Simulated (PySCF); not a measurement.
Nd2O3: from a saddle point downhill

PySCF 2.14.0, RKS B3LYP, Nd lcecp-1-SVP with ECP49, O def2-SVP; non-relativistic Hamiltonian with scalar-relativistic core potentials where named; density fitting; no spin-orbit coupling. Relaxed within the symmetry of its start, the geometry (D∞h) is

```xyz
5

Nd    0.0000    0.0000    2.2958
Nd    0.0000    0.0000   -2.2958
O     0.0000    0.0000    0.0000
O     0.0000    0.0000    4.2110
O     0.0000    0.0000   -4.2110
```

and its lowest harmonic modes are -220, -220, -160, -160, 48, 48 cm⁻¹ (negative: unstable). It was moved along the lowest mode and relaxed again, within the group C2v that the move left.

Problem. Where does it end, and how much lower?

Solution. In C2v, 2.077 eV lower, after 24 steps:
```xyz
5

Nd   -0.5531   -0.0454    2.1066
Nd   -0.5531   -0.0454   -2.1066
O    -0.9489   -0.0778    0.0000
O     1.2957    0.1063    2.4422
O     1.2957    0.1063   -2.4422
```

Problem. How do the contacts change?

Solution. 
| contact | saddle (Å) | end (Å) |
| --- | --- | --- |
| Nd1–O3 (O) | 2.296 | 2.144 |
| Nd1–O4 (O) | 1.915 | 1.885 |
| Nd2–O5 (O) | 1.915 | 1.885 |


No frequency check is given for the end, and other unstable modes may remain.

An lcecp potential fixes the number of 4f electrons, so in runs with it no electron can move into or out of that shell.

State: singlet in the valence, with the 4f electrons in the core potential.
